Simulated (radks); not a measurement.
Numerical settings for neutral erbium, [Xe] 4f12 6s2. Method: Dirac Kohn-Sham, BLYP, spin-unpolarised, spherical densities, finite nucleus; open shells are shared between the two j in proportion to 2j + 1; Fermi nuclear charge, rms radius 5.2516 fm; computed with a radial shooting solver on a logarithmic mesh with Libxc functionals. The defaults (mesh step 0.008 in ln r, mesh end at 40 bohr or more with all orbitals vanishing there, Anderson mixing 0.5 over 9 steps, residual threshold near 1e-9 with the energy settled to 1e-9 hartree or 1e-11 of itself, here a cap of 93 iterations) give E = -13099.2451 hartree and 4f7/2 at -2.444 eV in 18 iterations. Times are rough (one thread of a shared host). Changes against that run (0 stands for a change within the tolerance of the run):

mesh step in ln r 0.2: iterations 4; converged no; E (mhartree) diverged; CPU (s) 0.01
mesh step in ln r 0.02: iterations 18; converged yes; E (mhartree) +0.000425; e(4f7/2) (meV) 0; CPU (s) 0.08
mesh step in ln r 0.12: iterations 4; converged no; E (mhartree) diverged; CPU (s) 0.01
mesh end (bohr) 20: iterations 18; converged yes; E (mhartree) 0; e(4f7/2) (meV) +0.0244; CPU (s) 0.17
mesh end (bohr) 2: iterations 14; converged level above zero; E (mhartree) +1.96e+04; e(4f7/2) (meV) +6.35e+04; CPU (s) 0.32
residual threshold 1e-05: iterations 13; converged yes; E (mhartree) 0; e(4f7/2) (meV) -0.304; CPU (s) 0.15
residual threshold 0.01: iterations 12; converged yes; E (mhartree) 0; e(4f7/2) (meV) -0.48; CPU (s) 0.14
mixing 1.5: iterations 34; converged yes; E (mhartree) 0; e(4f7/2) (meV) 0; CPU (s) 0.37
linear mixing, mixing 1: iterations 27; converged no; E (mhartree) diverged; CPU (s) 1.1
linear mixing, mixing 0.2: iterations 88; converged yes; E (mhartree) 0; e(4f7/2) (meV) 0; CPU (s) 0.6
mixing history 2: iterations 35; converged yes; E (mhartree) 0; e(4f7/2) (meV) 0; CPU (s) 0.29
iteration cap 2: iterations 2; converged no; E (mhartree) +501; e(4f7/2) (meV) -1.5e+04; CPU (s) 0.04

Settled on a wrong energy, with an occupied level pushed above zero by the early mesh end: mesh end (bohr) 2 (+19.6 hartree). Apart from these: no run marked as converged misses the energy by more than 1 mhartree. A mesh that ends early acts as a hard wall.
